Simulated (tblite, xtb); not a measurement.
F₂Ge, charge +1, doublet, at a GFN2-xTB geometry (a state made from the parent by changing its charge; the spin is typed, not shown lowest). Base run: GFN1-xTB (xtb 6.7.1).

Geometry (Å):
```xyz
3

Ge     0.0097    -0.0068     0.3019
F      0.7952     1.4546    -0.5304
F     -0.8296    -1.4305    -0.5430
```
Charge +1, spin multiplicity 2.
All else is at xtb's defaults.
Base energy -11.36997 Eh.

Programs used: tblite, xtb; a row that names a program was run with it.

Variants of this job, named by their change:

```json
[
 {"change": "base", "ΔE vs base (mEh)": "0.000", "SCF cycles": "12"},
 {"change": "acc = 0.0001", "ΔE vs base (mEh)": "0.000", "SCF cycles": "14"},
 {"change": "program = tblite; method = gfn1; option = (--efield, 0,0,0.1)", "ΔE vs base (mEh)": "-1.973", "SCF cycles": "-"},
 {"change": "acc = 0.1", "ΔE vs base (mEh)": "0.000", "SCF cycles": "12"},
 {"change": "alpb = chcl3", "ΔE vs base (mEh)": "-75.246", "SCF cycles": "11"},
 {"change": "program = tblite; method = gfn1; option = (--guess, eeq)", "ΔE vs base (mEh)": "-0.001", "SCF cycles": "-"},
 {"change": "etemp = 5000", "ΔE vs base (mEh)": "-9.075", "SCF cycles": "12"}
]
```

ALPB and GBSA are two models with their own fitted parameters for each solvent, which aren't always the measured dielectric constant.
